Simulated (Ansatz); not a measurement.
Born–Oppenheimer molecular dynamics of CH7AlN2OSi (13 atoms, charge 0, multiplicity 1). It starts from a relaxed structure.

Level of theory: Ansatz, RKS PBE0-D4/STO-3G.

```yaml
ensemble: NVT, Langevin thermostat
time_step: 0.25 fs
steps_asked: 137
set_temperature: 300 K
friction: 0.005 /fs
seed: 148874
```

Frames 2.5 fs apart, positions in Å.

Velocities at 2.5 fs (Å/ps):

```
N -1.42 0.65 -0.46
Si 0.07 1.68 -0.18
N 2.84 -6.01 6.06
C 4.98 0.99 -0.39
O -1.45 1.07 3.00
Al -2.77 -2.85 -4.48
H -14.36 -9.66 -0.23
H 10.28 3.82 17.46
H -4.60 29.42 -6.30
H 3.77 16.33 -0.06
H -9.45 3.45 14.08
H -13.05 9.65 -18.22
H -4.62 4.64 8.64
```

```xyz
13
Properties=species:S:1:pos:R:3 time_fs=2.5 energy_less_start_eV=0.162 T=176
N 0.785 -2.027 -0.845
Si 0.570 -1.358 0.790
N 0.419 0.369 0.688
C -0.634 0.822 -0.187
O -1.358 -0.125 -0.648
Al -0.878 2.721 -0.475
H -0.078 -1.807 -1.341
H 0.768 -3.098 -0.732
H -0.561 -1.790 1.479
H 1.762 -1.603 1.559
H 1.163 1.081 0.949
H 0.269 3.636 -0.277
H -2.225 3.279 -0.878
13
Properties=species:S:1:pos:R:3 time_fs=5.0 energy_less_start_eV=0.168 T=183
N 0.782 -2.027 -0.844
Si 0.573 -1.354 0.788
N 0.425 0.359 0.703
C -0.621 0.824 -0.188
O -1.361 -0.122 -0.641
Al -0.885 2.714 -0.486
H -0.142 -1.834 -1.353
H 0.790 -3.064 -0.696
H -0.608 -1.742 1.489
H 1.769 -1.574 1.562
H 1.131 1.064 0.976
H 0.244 3.661 -0.318
H -2.234 3.283 -0.855
13
Properties=species:S:1:pos:R:3 time_fs=7.5 energy_less_start_eV=0.254 T=153
N 0.775 -2.025 -0.843
Si 0.578 -1.351 0.786
N 0.429 0.359 0.714
C -0.611 0.817 -0.189
O -1.361 -0.116 -0.632
Al -0.895 2.708 -0.498
H -0.175 -1.879 -1.333
H 0.810 -3.045 -0.683
H -0.676 -1.730 1.529
H 1.774 -1.573 1.562
H 1.117 1.051 1.004
H 0.234 3.695 -0.355
H -2.232 3.271 -0.830
13
Properties=species:S:1:pos:R:3 time_fs=10.0 energy_less_start_eV=0.242 T=156
N 0.764 -2.018 -0.843
Si 0.580 -1.350 0.787
N 0.427 0.367 0.720
C -0.601 0.807 -0.184
O -1.359 -0.108 -0.622
Al -0.900 2.705 -0.512
H -0.157 -1.933 -1.272
H 0.839 -3.071 -0.691
H -0.677 -1.733 1.534
H 1.771 -1.603 1.574
H 1.141 1.067 1.031
H 0.232 3.713 -0.393
H -2.251 3.247 -0.809
13
Properties=species:S:1:pos:R:3 time_fs=12.5 energy_less_start_eV=0.148 T=224
N 0.758 -2.016 -0.839
Si 0.579 -1.350 0.791
N 0.425 0.379 0.721
C -0.594 0.800 -0.175
O -1.354 -0.099 -0.614
Al -0.904 2.703 -0.527
H -0.209 -1.974 -1.243
H 0.876 -3.074 -0.722
H -0.614 -1.752 1.502
H 1.753 -1.654 1.587
H 1.153 1.067 1.039
H 0.218 3.700 -0.430
H -2.290 3.215 -0.787
13
Properties=species:S:1:pos:R:3 time_fs=15.0 energy_less_start_eV=0.213 T=153
N 0.752 -2.019 -0.834
Si 0.578 -1.351 0.797
N 0.427 0.394 0.721
C -0.587 0.801 -0.164
O -1.349 -0.092 -0.607
Al -0.908 2.704 -0.542
H -0.259 -1.994 -1.234
H 0.931 -3.041 -0.753
H -0.555 -1.791 1.479
H 1.728 -1.698 1.594
H 1.144 1.056 1.026
H 0.209 3.678 -0.471
H -2.331 3.169 -0.767
13
Properties=species:S:1:pos:R:3 time_fs=17.5 energy_less_start_eV=0.140 T=189
N 0.744 -2.021 -0.832
Si 0.578 -1.349 0.802
N 0.432 0.406 0.721
C -0.584 0.812 -0.154
O -1.348 -0.087 -0.600
Al -0.911 2.705 -0.554
H -0.229 -2.006 -1.205
H 0.996 -3.030 -0.774
H -0.566 -1.867 1.485
H 1.714 -1.736 1.591
H 1.159 1.066 1.017
H 0.228 3.670 -0.515
H -2.352 3.122 -0.752
13
Properties=species:S:1:pos:R:3 time_fs=20.0 energy_less_start_eV=0.204 T=149
N 0.737 -2.020 -0.830
Si 0.579 -1.348 0.805
N 0.439 0.415 0.723
C -0.586 0.831 -0.146
O -1.348 -0.085 -0.593
Al -0.914 2.704 -0.563
H -0.206 -2.020 -1.196
H 1.051 -3.032 -0.797
H -0.604 -1.946 1.503
H 1.720 -1.764 1.585
H 1.191 1.093 1.011
H 0.255 3.673 -0.566
H -2.356 3.078 -0.747
13
Properties=species:S:1:pos:R:3 time_fs=22.5 energy_less_start_eV=0.217 T=136
N 0.736 -2.021 -0.828
Si 0.579 -1.348 0.809
N 0.449 0.423 0.727
C -0.593 0.854 -0.138
O -1.345 -0.084 -0.587
Al -0.918 2.701 -0.570
H -0.259 -2.049 -1.230
H 1.083 -3.001 -0.820
H -0.601 -1.992 1.494
H 1.738 -1.773 1.581
H 1.212 1.094 0.989
H 0.259 3.663 -0.620
H -2.355 3.043 -0.750
13
Properties=species:S:1:pos:R:3 time_fs=25.0 energy_less_start_eV=0.202 T=137
N 0.734 -2.019 -0.826
Si 0.577 -1.350 0.813
N 0.458 0.429 0.731
C -0.603 0.870 -0.135
O -1.339 -0.084 -0.577
Al -0.922 2.698 -0.576
H -0.259 -2.087 -1.248
H 1.106 -2.983 -0.840
H -0.554 -1.983 1.462
H 1.754 -1.759 1.572
H 1.220 1.080 0.961
H 0.245 3.639 -0.667
H -2.357 3.025 -0.762
13
Properties=species:S:1:pos:R:3 time_fs=27.5 energy_less_start_eV=0.227 T=122
N 0.728 -2.014 -0.827
Si 0.575 -1.353 0.818
N 0.465 0.430 0.735
C -0.615 0.879 -0.131
O -1.330 -0.084 -0.564
Al -0.925 2.696 -0.582
H -0.192 -2.115 -1.244
H 1.135 -2.992 -0.858
H -0.522 -1.955 1.445
H 1.762 -1.719 1.552
H 1.259 1.073 0.940
H 0.220 3.622 -0.712
H -2.371 3.028 -0.783
13
Properties=species:S:1:pos:R:3 time_fs=30.0 energy_less_start_eV=0.168 T=157
N 0.729 -2.010 -0.828
Si 0.575 -1.353 0.820
N 0.470 0.428 0.737
C -0.623 0.882 -0.126
O -1.320 -0.085 -0.551
Al -0.930 2.694 -0.587
H -0.190 -2.139 -1.271
H 1.154 -2.967 -0.871
H -0.560 -1.925 1.485
H 1.777 -1.669 1.535
H 1.293 1.062 0.919
H 0.202 3.627 -0.763
H -2.376 3.050 -0.801
```

Of the whole run (34 fs, mean temperature of the second half 147 K): The mean temperature of the second half is 51 % below the set value. A run of 0.034 ps of so small a system gives no equilibrium averages. Limits of this set-up: minimal basis.

The run took 7.5 min on 1 thread of Arm Neoverse V1, with other jobs on the host, peak memory 0.12 GiB.
